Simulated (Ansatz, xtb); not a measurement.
# Two structures of I3P

Structure X: a singlet given by its coordinates. Structure Y: `IP(I)I`, a singlet. Both are isolated molecules in the gas phase, relaxed with B3LYP-D3(BJ)/def2-SVP.

X (Å):

```xyz
4

I     0.5788    2.5786    0.7381
I     1.2239   -2.9777   -0.5054
I    -0.9186   -0.8717   -0.1752
P    -0.7678    0.7097    1.6077
```

Close contacts (Å): I1–P4 2.46, I2–I3 3.02, I3–P4 2.39.

Y (Å):

| atom | x (Å) | y (Å) | z (Å) |
| --- | --- | --- | --- |
| I | -1.7368 | -0.6178 | -1.6836 |
| I | 0.2832 | -0.7009 | 1.6680 |
| I | 1.6847 | 1.2639 | -1.4135 |
| P | -0.4355 | 0.8663 | -0.1455 |

Quicker runs give these differences E(Y) − E(X): GFN2-xTB −39.1 kcal/mol; HF/STO-3G −80.3 kcal/mol (at GFN2-xTB geometries); r2SCAN-D4/def2-SVP −34.3 kcal/mol (at GFN2-xTB geometries).

**Question.** Estimate E(Y) − E(X) at the level CCSD(T)/def2-SVP + ΔMP2/def2-TZVPP.

**Answer.** Calculated at CCSD(T)/def2-SVP + ΔMP2/def2-TZVPP: E(Y) − E(X) = −37.6 kcal/mol, so structure Y lies lower.

The same difference at several levels:

```csv
level,geometry,E(Y) − E(X) (kcal/mol),departure from the last row (kcal/mol),"job, with rough time for the two"
GFN2-xTB,GFN2-xTB,−39.1,−1.4,"optimisation, 0.2 s"
HF/STO-3G,GFN2-xTB,−80.3,−42.7,"single point, 13 s"
r2SCAN-D4/def2-SVP,GFN2-xTB,−34.3,+3.3,"single point, 7.8 s"
B3LYP-D3(BJ)/def2-SVP,B3LYP-D3(BJ)/def2-SVP,−37.0,+0.7,"optimisation, 78 s"
HF/def2-SVP,B3LYP-D3(BJ)/def2-SVP,−56.1,−18.5,part of the CCSD(T) run
MP2/def2-SVP,B3LYP-D3(BJ)/def2-SVP,−38.8,−1.1,part of the CCSD(T) run
CCSD(T)/def2-SVP,B3LYP-D3(BJ)/def2-SVP,−36.3,+1.3,single point
CCSD(T)/def2-SVP + ΔMP2/def2-TZVPP,B3LYP-D3(BJ)/def2-SVP,−37.6,,"single point, 2.2 min"
```

None of the levels shown reverses the order. The largest departure from CCSD(T)/def2-SVP + ΔMP2/def2-TZVPP is that of HF/STO-3G, 42.7 kcal/mol. The last row adds to CCSD(T) the change of the MP2 difference between the two basis sets, here −1.3 kcal/mol.

With harmonic frequencies from B3LYP-D3(BJ)/def2-SVP (ideal gas, rigid rotor, one conformer each, 298.15 K, 1 atm): on the last row, ΔE + ΔZPE = −37.4 kcal/mol. A mode under 50 cm⁻¹ makes harmonic enthalpies and free energies unreliable, so none is given.

The correlated steps freeze 17 core orbitals; the filled d shell of I is correlated, in a basis made for valence electrons. Atoms past krypton carry core potentials in the def2 sets, other sets are all-electron and non-relativistic, and no spin–orbit term is included. Programs: Ansatz 0.2.0, xtb 6.7.1; the last row on 1 thread of Arm Neoverse V1 on a shared host.
